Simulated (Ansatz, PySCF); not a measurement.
Molecule: aminoborane, sum formula BNH4 (charge 0, singlet). 
Coordinates optimised at B3LYP-D3(BJ)/def2-TZVP (Ansatz, an electronic-structure program):
```
B
N 1 1.3876
H 2 1.0069 1 123.31
H 2 1.0069 3 113.37 1 180.00
H 1 1.1928 2 119.04 3 0.00
H 1 1.1928 5 121.92 2 180.00
```
Charge 0, spin multiplicity 1.

Quantity: vertical ionisation energy (to the doublet state of charge +1; each state is the SCF solution reached for its spin), in eV. Cores are frozen in the correlated levels unless marked. UHF or UKS for open shells. No spin-orbit coupling. Non-relativistic. CBS marks a two-point X^-3 extrapolation of the correlation energy; Hartree-Fock from the larger set. The bracket is a focal-point correction in the basis named.

| level | program | vertical ionisation energy (eV) |
|---|---|---|
| HF/aug-cc-pVDZ | Ansatz | 9.66 |
| HF/aug-cc-pVQZ | Ansatz | 9.65 |
| PBE/def2-TZVPD | Ansatz | 11.24 |
| r2SCAN/def2-TZVPD | Ansatz | 11.24 |
| B3LYP/def2-TZVPD | Ansatz | 11.39 |
| M06-2X/def2-TZVPD | PySCF | 11.40 |
| wB97X-V/def2-TZVPD | Ansatz | 11.36 |

Problem. Estimate the value at RI-MP2/CBS(aug-cc-pVTZ,aug-cc-pVQZ)+[CCSD(T)-MP2]/aug-cc-pVTZ as computed with Ansatz.

Solution. 11.44 eV
